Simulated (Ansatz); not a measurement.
Ansatz (an electronic-structure program) input (CCSD(T)/STO-3G):

Ansatz 0.2 input:
```yaml
crystal:
  periodic: [false, false, false]
  atoms:
    - {symbol: C, position_ang: [-1.89195236, 1.97784107, 0.80394835]}
    - {symbol: C, position_ang: [-1.19484140, 0.71632844, 1.31323919]}
    - {symbol: Ge, position_ang: [-0.01079984, -0.08083326, -0.02626114]}
    - {symbol: Cl, position_ang: [-1.24313748, -0.74514285, -1.69843681]}
    - {symbol: Cl, position_ang: [0.89514121, -1.85949555, 0.85224102]}
    - {symbol: C, position_ang: [1.42873875, 1.03431684, -0.74448897]}
    - {symbol: C, position_ang: [2.36440438, 1.55830800, 0.34487693]}
    - {symbol: H, position_ang: [-2.49646369, 1.76751204, -0.07940766]}
    - {symbol: H, position_ang: [-2.55311975, 2.39037758, 1.56848984]}
    - {symbol: H, position_ang: [-1.17404001, 2.75671152, 0.53827592]}
    - {symbol: H, position_ang: [-0.58096670, 0.92198739, 2.19262241]}
    - {symbol: H, position_ang: [-1.91358803, -0.05396319, 1.59437402]}
    - {symbol: H, position_ang: [0.95124671, 1.84943750, -1.29224098]}
    - {symbol: H, position_ang: [1.96314641, 0.42489148, -1.47386671]}
    - {symbol: H, position_ang: [2.83141279, 0.73947258, 0.89387766]}
    - {symbol: H, position_ang: [3.16176747, 2.16515177, -0.08848795]}
    - {symbol: H, position_ang: [1.83403993, 2.18317235, 1.06659519]}
basis:
  gaussian:
    orbitals: STO-3G
magnetization: {spin_polarized: false}
correlation: {method: ccsd_t, electrons: outside_noble_gas}
```

End of the output:

```
integrals: 0.04 GiB planned
804 factors; integrals over basis functions are off by at most 3.0e-5 eV
0.48 GiB of device memory are held for the factors and their scratch space
mean field: 0.47 GiB planned
mean field evaluation 1: about -84802.7863 eV, gradient 2.1e1 eV
mean field evaluation 2: about -84803.0225 eV, gradient 2.1e1 eV
mean field evaluation 4: about -84805.3691 eV, gradient 1.3e0 eV
mean field evaluation 8: about -84805.3793 eV, gradient 1.5e-2 eV
mean field evaluation 16: about -84805.1507 eV, gradient 2.6e-1 eV
mean field -84805.37931642 eV, -3116.5402067279 hartree, gradient 4.0e-7 eV, S^2 0.000000; 0 other end points of the search recorded, 0 dependent functions left out
28 core orbitals not correlated, not the lowest: weight in the atoms' cores, before any rotation towards them, 0.922 or more for the frozen orbitals, at most 0.052 for the correlated occupied ones
reference -84805.37931642 eV, -3116.5402067279 hartree; 22, 22 occupied and 16, 16 virtual orbitals, 804 factors
second order -6.74811385 eV of doubles, -0.00000000 eV of singles
coupled cluster: 0.13 GiB planned
cycle   1  -8.16072130 eV  change    -1.4e0 eV  update   8.7e-2
cycle   2  -8.80935861 eV  change   -6.5e-1 eV  update   3.2e-2
cycle   3  -8.85619759 eV  change   -4.7e-2 eV  update   5.9e-3
cycle   4  -8.86368912 eV  change   -7.5e-3 eV  update   2.0e-3
cycle   5  -8.86420041 eV  change   -5.1e-4 eV  update   4.5e-4
cycle   6  -8.86423133 eV  change   -3.1e-5 eV  update   9.7e-5
cycle   7  -8.86425190 eV  change   -2.1e-5 eV  update   2.8e-5
perturbative correction -0.07260512 eV, -0.0026681890 hartree
Total energy: -84814.31617344 eV, -3116.8686301657 hartree
```
